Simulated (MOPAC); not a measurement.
Input file for MOPAC: AM1 on GaH3Se2 (SMILES [SeH][GaH][SeH]), a point of a torsion scan.

```
AM1 1SCF PRECISE CHARGE=0 THREADS=1
GaH3Se2

Se    -2.25470216 1    -0.65096133 1    -0.27535909 1
Ga    -0.29733074 1     0.62682772 1    -0.20975139 1
Se     1.41365854 1     0.17040716 1     1.33371780 1
H     -2.13625725 1    -0.91142318 1     1.14397356 1
H     -0.04597632 1     1.78036458 1    -1.25813042 1
H      2.19953984 1     1.30137393 1     0.91016042 1
```

The log:

```
*******************************************************************************
 **                                                                           **
 **                              MOPAC v23.2.5                                **
 **                                                                           **
 *******************************************************************************
 ** MOPAC's Digital Object Identifier: https://doi.org/10.5281/zenodo.6511958 **
 **                                                                           **
 ** Please cite the open-source release paper for use of this MOPAC version:  **
 ** J. E. Moussa and J. J. P. Stewart (2026)                                  **
 ** MOPAC: An open-source semiempirical molecular orbital program             **
 ** J. Open Source Softw., 11(119), 8025, https://doi.org/10.21105/joss.08025 **
 *******************************************************************************

                              AM1 CALCULATION RESULTS

 *******************************************************************************
 *  AM1        - The AM1 Hamiltonian to be used
 *
 *
 *
 *                 CHARGE ON SYSTEM = 0
 *
 *
 *
 *  PRECISE    - TIGHTER CRITERIA TO BE USED
 *  1SCF       - DO 1 SCF AND THEN STOP
 *  THREADS=1  - MULTI-THREADING NOT USED
 *  T=         - A TIME OF 172800.0 SECONDS REQUESTED
 *  DUMP=N     - RESTART FILE WRITTEN EVERY 7200.0 SECONDS REQUESTED
 *******************************************************************************
AM1 1SCF PRECISE CHARGE=0 THREADS=1
 GaH3Se2

   ATOM   CHEMICAL          X               Y               Z
  NUMBER   SYMBOL      (ANGSTROMS)     (ANGSTROMS)     (ANGSTROMS)

     1      Se         -2.25470216  *  -0.65096133  *  -0.27535909  *
     2      Ga         -0.29733074  *   0.62682772  *  -0.20975139  *
     3      Se          1.41365854  *   0.17040716  *   1.33371780  *
     4       H         -2.13625725  *  -0.91142318  *   1.14397356  *
     5       H         -0.04597632  *   1.78036458  *  -1.25813042  *
     6       H          2.19953984  *   1.30137393  *   0.91016042  *



          CARTESIAN COORDINATES

    NO.       ATOM           X           Y           Z

     1        Se         -2.2547     -0.6510     -0.2754
     2        Ga         -0.2973      0.6268     -0.2098
     3        Se          1.4137      0.1704      1.3337
     4         H         -2.1363     -0.9114      1.1440
     5         H         -0.0460      1.7804     -1.2581
     6         H          2.1995      1.3014      0.9102

  H: (AM1): M.J.S. DEWAR ET AL, J. AM. CHEM. SOC. 107 3902-3909 (1985)
 Ga: (AM1): J. J. P. STEWART, J. MOL. MOD., 10, 155-164 (2004)
 Se: (AM1): J. J. P. STEWART, J. MOL. MOD., 10, 155-164 (2004)

           Empirical Formula: H3 Se2 Ga  =     6 atoms



      MOLECULAR POINT GROUP   :   C1


      RHF CALCULATION, NO. OF DOUBLY OCCUPIED LEVELS = 9


 -------------------------------------------------------------------------------
 AM1 1SCF PRECISE CHARGE=0 THREADS=1
 GaH3Se2



     1SCF WAS SPECIFIED, SO BFGS WAS NOT USED
     SCF FIELD WAS ACHIEVED


                              AM1 CALCULATION
                                                       MOPAC v23.2.5 Linux




          FINAL HEAT OF FORMATION =         23.45591 KCAL/MOL =      98.13951 KJ/MOL


          COSMO AREA              =        129.33 SQUARE ANGSTROMS
          COSMO VOLUME            =        118.45 CUBIC ANGSTROMS

          IONIZATION POTENTIAL    =          8.148397 EV
          HOMO LUMO ENERGIES (EV) =         -8.148 -2.451
          NO. OF FILLED LEVELS    =          9
          MOLECULAR WEIGHT        =        230.6787         POINT GROUP:  C1

          MOLECULAR DIMENSIONS (Angstroms)

            Atom       Atom       Distance
            H     6   Se     1     5.00573
            H     4    H     5     3.45037
            H     4   Se     3     0.70751


          SCF CALCULATIONS        =          1





   ATOM   CHEMICAL          X               Y               Z
  NUMBER   SYMBOL      (ANGSTROMS)     (ANGSTROMS)     (ANGSTROMS)

     1      Se         -2.25470216  *  -0.65096133  *  -0.27535909  *
     2      Ga         -0.29733074  *   0.62682772  *  -0.20975139  *
     3      Se          1.41365854  *   0.17040716  *   1.33371780  *
     4       H         -2.13625725  *  -0.91142318  *   1.14397356  *
     5       H         -0.04597632  *   1.78036458  *  -1.25813042  *
     6       H          2.19953984  *   1.30137393  *   0.91016042  *

                             CARTESIAN COORDINATES

   1   Se       -2.254702160    -0.650961330    -0.275359090
   2   Ga       -0.297330740     0.626827720    -0.209751390
   3   Se        1.413658540     0.170407160     1.333717800
   4    H       -2.136257250    -0.911423180     1.143973560
   5    H       -0.045976320     1.780364580    -1.258130420
   6    H        2.199539840     1.301373930     0.910160420


           Empirical Formula: H3 Se2 Ga  =     6 atoms



      MOLECULAR POINT GROUP   :   C1


                  EIGENVALUES
 -20.63006 -20.11646 -13.94137 -12.75498 -11.65261 -11.14561  -9.82215  -8.98171
  -8.14840  -2.45064  -2.24593  -0.35997   0.36607   0.50605   2.16187


              NET ATOMIC CHARGES AND DIPOLE CONTRIBUTIONS

  ATOM NO.   TYPE          CHARGE      No. of ELECS.   s-Pop       p-Pop
    1         Se           0.041797        5.9582     1.96913     3.98907
    2         Ga          -0.081022        3.0810     0.11238     2.96864
    3         Se           0.044575        5.9554     1.96973     3.98570
    4          H          -0.003163        1.0032     1.00316
    5          H           0.001159        0.9988     0.99884
    6          H          -0.003345        1.0033     1.00335
 DIPOLE           X         Y         Z       TOTAL
 POINT-CHG.    -0.037    -0.335     0.273     0.434
 HYBRID         0.582     0.653     0.308     0.927
 SUM            0.544     0.318     0.581     0.857


          ATOMIC ORBITAL ELECTRON POPULATIONS

     Atom    s        px        py        pz
    1 Se   1.96913   1.46385   1.51378   1.01145
    2 Ga   0.11238   1.03303   0.96661   0.96900
    3 Se   1.96973   1.36260   1.18413   1.43896
    4  H   1.00316
    5  H   0.99884
    6  H   1.00335

 **********************
 *                    *
 * JOB ENDED NORMALLY *
 *                    *
 **********************




 == MOPAC DONE ==
```

The run finished.

Cost: very roughly 0.06 core-seconds.
